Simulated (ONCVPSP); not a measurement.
## technetium: one change to an ONCV potential, before and after

- Element: Tc (Z = 43)
- Generator: ONCVPSP 4.0.1
- Type: optimised norm-conserving Vanderbilt (ONCV)
- Functional: PBE
- Relativity: scalar-relativistic
- Frozen core: [Ar] 3d10
- Valence charge: 15
- Reference configuration: 4s2 4p6 4d5 5s2
- Partial waves: 4s+5s: rc 1.55 bohr, ncon 5, nbas 10, qcut 7.9 1/bohr, 2 projectors; 4p: rc 1.20 bohr, ncon 3, nbas 7, qcut 8.1 1/bohr, 3 projectors, debl 1.2 Ha; 4d: rc 2.45 bohr, ncon 3, nbas 8, qcut 6.7 1/bohr, 1 projector
- Local potential: polynomial inside 0.90 bohr (lpopt 5, dvloc0 0 Ha)
- Core correction: Teter function, fcfact 4.75, rcfact 1.7

In the p channel the program set the typed energies aside and used -1.666, 0.250, 1.450 Ha.

All-electron outer shells of the reference configuration (PBE, scalar-relativistic, ld1.x):

```json
{"shell": "3d", "level (eV)": "-249.88", "outermost node (bohr)": "–", "outermost maximum (bohr)": "0.31"}
{"shell": "4s", "level (eV)": "-73.38", "outermost node (bohr)": "0.50", "outermost maximum (bohr)": "0.95"}
{"shell": "4p", "level (eV)": "-45.34", "outermost node (bohr)": "0.51", "outermost maximum (bohr)": "1.03"}
{"shell": "4d", "level (eV)": "-6.66", "outermost node (bohr)": "0.50", "outermost maximum (bohr)": "1.27"}
{"shell": "5s", "level (eV)": "-5.04", "outermost node (bohr)": "1.28", "outermost maximum (bohr)": "2.72"}
```

Change: s: qcut 6.5.

Cutoffs: the cutoffs (Ha) at which the residual kinetic energy of the hardest occupied pseudo-wave falls to 1 and 0.1 mHa per electron; they do not see the model core or the augmentation charge, which bear on the density cutoff. Errors are all-electron minus pseudo energies relative to the spin-unpolarised reference configuration.

Question: How do hardness, ghosts and transferability respond?

Answer: The potential gets harder (29 Ha and 67 Ha → 29 Ha and 99 Ha); of the 4 tests that both files solve, the error grows in 3 and shrinks in 0 by more than 15 % and 0.3 meV (median size 13.6 → 15.1 meV); neither file shows a bound ghost.

| quantity | base | changed |
| --- | --- | --- |
| cutoff, loose | 29 Ha | 29 Ha |
| cutoff, tight | 67 Ha | 99 Ha |
| loose cutoff by channel | s 25 Ha, p 29 Ha, d 15 Ha | s 20 Ha, p 29 Ha, d 15 Ha |
| bound ghosts | none | none |
| GHOST(+) flags under 300 eV | s at 94.0 eV | s at 86.5 eV |
| error for 4s2 4p6 4d5 5s1, meV [ΔE 8.15 eV] | -1.5 | -1.8 |
| error for 4s2 4p6 4d5 5s0, meV [ΔE 23.01 eV] | -8.5 | -10 |
| error for 4s2 4p6 4d4 5s0, meV [ΔE 51.71 eV] | -19 | -20 |
| error for 4s1 4p6 4d5 5s2, meV [ΔE 79.94 eV] | -228 | -288 |
| s: phases at 1.57 bohr within 0.05 rad from the reference energy up to (Ha; the scan ends near 5) | 2.9 | 2.2 |
| p: phases at 1.22 bohr within 0.05 rad from the reference energy up to (Ha; the scan ends near 5) | to the end of the scan | to the end of the scan |
| d: phases at 2.49 bohr within 0.05 rad from the reference energy up to (Ha; the scan ends near 5) | 0.8 | 0.8 |
| rms error of d²Exc/dni dnj with the model core, mHa | 3.66 | 3.92 |
